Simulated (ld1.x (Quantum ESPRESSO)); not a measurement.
**B, PAW: configuration errors across variants**

| Quantity | Value |
| --- | --- |
| Element | boron |
| Generator | ld1.x (Quantum ESPRESSO) 7.5 |
| Type | PAW |
| Functional | PBEsol |
| Relativity | fully relativistic |
| Frozen core | [He] |
| Valence charge | 3 |
| Reference configuration | 2s2 2p1 |
| Partial waves | 2s (bound): rcut 1.05, rcutus 1.40 bohr; 2s channel at 4.65 Ry: rcut 1.05, rcutus 1.40 bohr; 2p (bound): rcut 2.30, rcutus 3.20 bohr; 2p channel at 0.05 Ry: rcut 2.30, rcutus 3.20 bohr; 3d channel at 0.5 Ry: rcut 2.15, rcutus 2.70 bohr; 3d channel at 2.25 Ry: rcut 2.15, rcutus 2.70 bohr |
| Local potential | all-electron potential smoothed inside 2.70 bohr (lloc = -1) |
| Core correction | Bessel-smoothed model core inside 1.30 bohr |
| Augmentation charge | PSQ, inside the norm-conserving radii |

Open shells are filled in proportion to 2j + 1 (rel_dist='average').

All-electron excitation energies from the reference (eV): (1) 2s2 2p0 8.139; (2) 2s1 2p0 33.401; (3) 2s2 2p0.5 2.855; (4) 2s1 2p2 5.819; (5) 2s2 2p1.3 -0.724; (6) 2s0 2p3 11.657; (7) 2s1 2p1 14.264.

2 further variants failed, have other tests or another functional or relativity, and are left out.

Errors AE − PS in meV (a dash: test not solved or not reliable):

| change | (1) | (2) | (3) | (4) | (5) | (6) | (7) | bound ghosts |
| --- | --- | --- | --- | --- | --- | --- | --- | --- |
| base | -0.7 | -5.5 | -0.3 | -0.7 | 0.0 | -3.7 | -5.6 | not determined |
| local potential all-electron potential smoothed inside 3.52 bohr (lloc = -1) | -2.1 | -8.1 | -0.6 | -0.7 | -0.1 | -3.7 | -5.9 | not determined |
| core correction Bessel-smoothed model core inside 1.26 bohr | -0.7 | -5.6 | -0.3 | -0.7 | 0.0 | -3.7 | -5.6 | not determined |
| augmentation BESSEL, radius 0.85 bohr | – | – | – | – | – | – | – | not determined |
| wave 2p channel at 0.05 Ry: rcut 2.30, rcutus 3.20 bohr becomes 2p channel at 0.37 Ry: rcut 2.30, rcutus 3.20 bohr | -0.7 | -5.5 | -0.4 | -0.7 | 0.0 | -3.6 | -5.5 | not determined |
| waves 2p (bound): rcut 2.30, rcutus 4.04 bohr; 2p channel at 0.05 Ry: rcut 2.30, rcutus 4.04 bohr | -0.6 | -5.4 | -2.1 | -1.1 | -0.4 | -5.6 | -27 | not determined |
| waves 3d channel at 0.5 Ry: rcut 1.60, rcutus 1.70 bohr; 3d channel at 2.25 Ry: rcut 1.60, rcutus 1.70 bohr | -0.7 | -5.5 | -0.3 | -0.7 | 0.0 | -3.7 | -5.6 | not determined |

(1) Give the same row for: local potential all-electron potential smoothed inside 1.80 bohr (lloc = -2).

Results:

(1) +0.8, -5.2, -0.1, -0.2, 0.0, -3.7, -5.7; bound ghosts: not determined.
